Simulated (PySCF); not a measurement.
C₃H₅ClOSi, SMILES [Si@H]1(Cl)OC=CC1.

Coordinates come from a B3LYP-D3(BJ)/def2-SVP optimisation. The structure was generated by enumeration; whether it is a known compound was not checked. The values are those of a single conformer.

Vertical ionisation energy (IE) and electron affinity (EA) in eV. Rows of orbital energies are one-electron estimates. Where ΔSCF, EOM or ADC give a negative EA the extra electron is unbound and the value depends on the basis.

```
level                                              IE    EA
-----------------------------------------------  ----  ----
−ε(HOMO), −ε(LUMO), CAM-B3LYP/def2-TZVP (PySCF)   [?]   [?]
−ε(HOMO), −ε(LUMO), PBE/def2-TZVP (PySCF)        5.62  0.72
```

Q: Some entries are withheld; supply them. (Estimate from the structure and the level; the computed values follow.)

A: 
- −ε(HOMO), −ε(LUMO), CAM-B3LYP/def2-TZVP (PySCF), IE: 8.13
- −ε(HOMO), −ε(LUMO), CAM-B3LYP/def2-TZVP (PySCF), EA: -1.41
